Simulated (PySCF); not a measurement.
H3Si (SMILES [SiH3]), doublet, at a GFN2-xTB geometry; DF-PBE/cc-pVTZ run with PySCF.

The PySCF input:
```python
from pyscf import gto, scf, dft

mol = gto.M(
    atom='''
Si    0.00172380    0.00046639    0.05606838
H    -0.01025152    1.41163100   -0.27334508
H     1.21691602   -0.70748096   -0.29344641
H    -1.23079768   -0.71067955   -0.21816587
''',
    basis='cc-pvtz',
    spin=1,
    verbose=4,
)

mf = dft.UKS(mol)
mf.xc = 'pbe'
mf = mf.density_fit(auxbasis='def2-universal-jkfit')
mf.kernel()
```

Output, abridged:

```
PySCF version 2.14.0

[INPUT] verbose = 4
[INPUT] num. atoms = 4
[INPUT] num. electrons = 17
[INPUT] charge = 0
[INPUT] spin (= nelec alpha-beta = 2S) = 1
[INPUT] symmetry False subgroup None
[INPUT] Mole.unit = angstrom
[INPUT] Symbol           X                Y                Z      unit          X                Y                Z       unit  Magmom
[INPUT]  1 Si     0.001723800000   0.000466390000   0.056068380000 AA    0.003257509894   0.000881349367   0.105953882448 Bohr   0.0
[INPUT]  2 H     -0.010251520000   1.411631000000  -0.273345080000 AA   -0.019372565161   2.667595978946  -0.516547338697 Bohr   0.0
[INPUT]  3 H      1.216916020000  -0.707480960000  -0.293446410000 AA    2.299637994396  -1.336945252744  -0.554533347137 Bohr   0.0
[INPUT]  4 H     -1.230797680000  -0.710679550000  -0.218165870000 AA   -2.325870529950  -1.342989711829  -0.412273744027 Bohr   0.0

nuclear repulsion = 15.9851288985513
number of shells = 27
number of NR pGTOs = 107
number of NR cGTOs = 76
basis = cc-pvtz
ecp = {}

******** <class 'pyscf.df.df_jk.DFUKS'> ********
method = DFUKS
initial guess = minao
damping factor = 0
level_shift factor = 0
DIIS = <class 'pyscf.scf.diis.CDIIS'>
diis_start_cycle = 1
diis_space = 8
diis_damp = 0
SCF conv_tol = 1e-09
SCF conv_tol_grad = None
SCF max_cycles = 50
direct_scf = False
number electrons alpha = 9  beta = 8
XC library pyscf.dft.libxc version 7.1.2
    S. Lehtola, C. Steigemann, M. J. T. Oliveira, and M. A. L. Marques,  SoftwareX 7, 1–5 (2018)
XC functionals = pbe
    J. P. Perdew, K. Burke, and M. Ernzerhof,  Phys. Rev. Lett. 77, 3865 (1996)
    J. P. Perdew, K. Burke, and M. Ernzerhof,  Phys. Rev. Lett. 78, 1396 (1997)
    J. P. Perdew, K. Burke, and M. Ernzerhof,  Phys. Rev. Lett. 77, 3865 (1996)
    J. P. Perdew, K. Burke, and M. Ernzerhof,  Phys. Rev. Lett. 78, 1396 (1997)
radial grids:
    Treutler-Ahlrichs [JCP 102, 346 (1995); DOI:10.1063/1.469408] (M4) radial grids

becke partition: Becke, JCP 88, 2547 (1988); DOI:10.1063/1.454033
pruning grids: <function nwchem_prune>
grids dens level: 3
symmetrized grids: False
atomic radii adjust function: <function treutler_atomic_radii_adjust>
small_rho_cutoff = 0
Set gradient conv threshold to 3.16228e-05
tot grids = 48608
init E= -290.927016410094

cycle= 1 E= -291.069936352507  delta_E= -0.143  |g|= 0.098  |ddm|= 0.885
cycle= 2 E= -291.074465155637  delta_E= -0.00453  |g|= 0.045  |ddm|= 0.118
cycle= 3 E= -291.0755275373  delta_E= -0.00106  |g|= 0.0104  |ddm|= 0.046
cycle= 4 E= -291.075614941784  delta_E= -8.74e-05  |g|= 0.00252  |ddm|= 0.0151
cycle= 5 E= -291.075621366028  delta_E= -6.42e-06  |g|= 0.000156  |ddm|= 0.00342
cycle= 6 E= -291.075621403082  delta_E= -3.71e-08  |g|= 7.84e-05  |ddm|= 0.000434
cycle= 7 E= -291.075621407854  delta_E= -4.77e-09  |g|= 2.09e-05  |ddm|= 0.00011
cycle= 8 E= -291.075621408236  delta_E= -3.81e-10  |g|= 9.51e-07  |ddm|= 3.77e-05
Extra cycle  E= -291.075621408237  delta_E= -1.14e-12  |g|= 2.2e-07  |ddm|= 1.82e-06
converged SCF energy = -291.075621408237  <S^2> = 0.75341558  2S+1 = 2.0034127
```
